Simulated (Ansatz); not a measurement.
Input (CCSDT(Q)/cc-pV(T+d)Z; Ansatz, an electronic-structure program): A basis named .json is the Basis Set Exchange file of that set.

Ansatz 0.2 input:
```yaml
crystal:
  periodic: [false, false, false]
  atoms:
    - {symbol: Si, position_ang: [-1.19936451, 0.10961411, 0.17321770]}
    - {symbol: P, position_ang: [1.09131484, -0.09973907, -0.15761267]}
    - {symbol: H, position_ang: [-1.73682738, -0.91319313, -0.73502879]}
    - {symbol: H, position_ang: [-1.44177350, 1.50426856, -0.22186395]}
    - {symbol: H, position_ang: [-1.33129334, -0.17890045, 1.60823227]}
    - {symbol: H, position_ang: [1.58876697, -1.37195673, 0.15496297]}
    - {symbol: H, position_ang: [1.85248901, 0.78879414, 0.61363472]}
    - {symbol: H, position_ang: [1.49001873, 0.13247617, -1.48079491]}
basis:
  gaussian:
    orbitals: cc-pV_T+d_Z.json
total_charge: 1
magnetization: {spin_polarized: false}
correlation: {method: ccsdt_q, electrons: outside_noble_gas}
```

Output:

```
Functional definition: HF
integrals: 0.70 GiB planned
2087 factors; integrals over basis functions are off by at most 1.9e-7 eV
mean field: 0.77 GiB planned
mean field evaluation 1: about -17221.9244 eV, gradient 1.5e1 eV
mean field evaluation 2: about -17222.0392 eV, gradient 1.5e1 eV
mean field evaluation 4: about -17223.3949 eV, gradient 1.5e0 eV
mean field evaluation 8: about -17223.4006 eV, gradient 3.6e-3 eV
mean field evaluation 16: about -17223.3836 eV, gradient 1.7e0 eV
mean field -17223.40057211 eV, -632.9482965846 hartree, gradient 1.4e-6 eV, S^2 0.000000; 0 other end points of the search recorded, 0 dependent functions left out
10 core orbitals not correlated
reference -17223.40057211 eV, -632.9482965846 hartree; 7, 7 occupied and 145, 145 virtual orbitals, 2087 factors
second order -7.62272563 eV of doubles, -0.00000000 eV of singles
coupled cluster: 8.30 GiB planned
cycle   1  -8.60345119 eV  change   -9.8e-1 eV  update   8.4e-2
cycle   2  -9.21875783 eV  change   -6.2e-1 eV  update   3.4e-2
cycle   3  -9.29918611 eV  change   -8.0e-2 eV  update   1.4e-2
cycle   4  -9.28469094 eV  change    1.4e-2 eV  update   4.6e-3
cycle   5  -9.28792041 eV  change   -3.2e-3 eV  update   1.4e-3
cycle   6  -9.28843735 eV  change   -5.2e-4 eV  update   4.3e-4
cycle   7  -9.28787656 eV  change    5.6e-4 eV  update   1.6e-4
cycle   8  -9.28784417 eV  change    3.2e-5 eV  update   5.5e-5
cycle   9  -9.28792889 eV  change   -8.5e-5 eV  update   2.1e-5
cycle  10  -9.28792323 eV  change    5.7e-6 eV  update   7.9e-6
cycle  11  -9.28792085 eV  change    2.4e-6 eV  update   3.0e-6
cycle  12  -9.28791879 eV  change    2.1e-6 eV  update   1.1e-6
cycle  13  -9.28791850 eV  change    2.9e-7 eV  update   3.5e-7
perturbative correction -0.01039405 eV, -0.0003819743 hartree
Total energy: -17232.69888465 eV, -633.2900032682 hartree
```
